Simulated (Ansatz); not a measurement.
cyclo-(Me2SiS)3 (C6H18S3Si3), relaxed as a singlet with RKS PBE-D4/def2-SVP in Ansatz, starting from the GFN2-xTB geometry. Force threshold 0.03 eV/Å.

Start:

```xyz
30

Si   -1.7395   -0.9569   -0.6282
C    -1.5131   -0.3953   -2.4289
C    -3.1123   -2.2311   -0.3793
S    -2.2687    0.7779    0.5658
Si   -0.3869    1.6855    1.1577
C     0.2048    0.8459    2.7558
C    -0.7051    3.5398    1.3311
S     1.1006    1.5032   -0.4172
Si    1.6978   -0.5851   -0.4239
C     2.2832   -0.9455   -2.1925
C     3.0614   -0.8881    0.8600
S     0.0657   -1.9090    0.1234
H    -2.4471   -0.0024   -2.8193
H    -1.2023   -1.2182   -3.0660
H    -0.7688    0.3940   -2.5021
H    -2.9527   -3.0960   -1.0137
H    -3.1462   -2.5727    0.6498
H    -4.0767   -1.7998   -0.6222
H     0.2754   -0.2316    2.6294
H     1.1774    1.2186    3.0636
H    -0.4985    1.0364    3.5608
H    -0.9080    3.9943    0.3669
H    -1.5601    3.7177    1.9737
H     0.1571    4.0379    1.7606
H     1.4712   -0.9021   -2.9122
H     2.7259   -1.9353   -2.2488
H     3.0326   -0.2211   -2.4963
H     3.3622   -1.9307    0.8491
H     2.7378   -0.6488    1.8681
H     3.9329   -0.2814    0.6350
```

```json
{"step": "1", "energy (eV)": "-62605.7237", "largest force component (eV/Å)": "0.865", "SCF passes": "21"}
{"step": "2", "energy (eV)": "-62605.9087", "largest force component (eV/Å)": "0.380", "SCF passes": "18"}
{"step": "3", "energy (eV)": "-62605.9436", "largest force component (eV/Å)": "0.083", "SCF passes": "19"}
{"step": "4", "energy (eV)": "-62605.9462", "largest force component (eV/Å)": "0.048", "SCF passes": "19"}
{"step": "5", "energy (eV)": "-62605.9469", "largest force component (eV/Å)": "0.011", "SCF passes": "19"}
```

Force components are those of the run's own axes.

End:

```xyz
30

Si   -1.720   -0.928   -0.613
C    -1.501   -0.414   -2.410
C    -3.095   -2.195   -0.416
S    -2.317    0.793    0.576
Si   -0.400    1.653    1.140
C     0.214    0.854    2.730
C    -0.704    3.496    1.362
S     1.062    1.512   -0.471
Si    1.679   -0.574   -0.418
C     2.279   -0.965   -2.159
C     3.057   -0.861    0.832
S     0.061   -1.896    0.190
H    -2.465   -0.022   -2.794
H    -1.192   -1.279   -3.032
H    -0.744    0.390   -2.493
H    -2.892   -3.087   -1.043
H    -3.184   -2.517    0.641
H    -4.064   -1.755   -0.729
H     0.306   -0.242    2.600
H     1.195    1.275    3.029
H    -0.522    1.045    3.538
H    -1.020    3.960    0.407
H    -1.506    3.660    2.111
H     0.218    4.000    1.715
H     1.464   -0.853   -2.900
H     2.653   -2.008   -2.203
H     3.106   -0.281   -2.441
H     3.359   -1.928    0.830
H     2.735   -0.591    1.856
H     3.940   -0.244    0.567
```

By distances, no bond broke or formed. The bond that changes most is C3–H18, from 1.08 to 1.11 Å (atoms count from 1).

No frequencies were taken in this run, so the end may be a saddle point.

It took 18 s on 2 threads of AMD EPYC 7R13 on a shared host and a share (18 GiB) of an NVIDIA H100 80GB HBM3, peak host memory 0.95 GiB.
